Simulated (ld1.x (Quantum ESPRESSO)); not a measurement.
## Building the PAW potential for titanium (PBE, scalar-relativistic).

```
Element                 : titanium
Generator               : ld1.x (Quantum ESPRESSO) 7.5
Type                    : PAW
Functional              : PBE
Relativity              : scalar-relativistic
Frozen core             : [Ar]
Valence charge          : 4
Reference configuration : 3d2 4s0 4p0 (charge +2)
Partial waves           : 4s (bound, empty): rcut 2.50, rcutus 2.64 bohr; 4s channel at 3.9 Ry: rcut 2.50, rcutus 2.64 bohr; 4p (bound, empty): rcut 2.84, rcutus 3.32 bohr; 4p channel at 1.45 Ry: rcut 2.84, rcutus 3.32 bohr; 3d (bound): rcut 2.00, rcutus 2.78 bohr; 3d channel at -1.1 Ry: rcut 2.00, rcutus 2.78 bohr
Local potential         : all-electron potential smoothed inside 3.12 bohr (lloc = -2)
Core correction         : Bessel-smoothed model core, default radius (core density twice the valence density)
Augmentation charge     : PSQ, inside the norm-conserving radii
```

Poles of the logarithmic derivatives, all-electron (AE) and pseudo (PS). s: poles at -0.6, 3.5 (AE) and -0.6, 3.5 (PS) Ry. p: poles at -0.0, 4.2 (AE) and -0.0, 3.8 (PS) Ry. d: poles at -1.4, 1.1 (AE) and -1.4, 1.2 (PS) Ry. Test radius 3.59 bohr.

- Cutoffs needed: 10 Ry and 15 Ry (the cutoffs (Ry, on a coarse ladder) from which the occupation-weighted sum of valence levels, in a spherical-Bessel basis at the reference potential, stays within 10 and 1 mRy of its value at 400 Ry)
- Ghost test: no extra level below or beside the all-electron valence levels (s, p, d, f tested) (spherical-Bessel basis up to 400 Ry, 20 bohr box)
- Configuration tests: test run stopped at test 1 of 7 (negative rho)
- Lowest eigenvalue of the overlap operator: 0.26 (d channel)
- Density cutoff estimated by the generator: 100 Ry
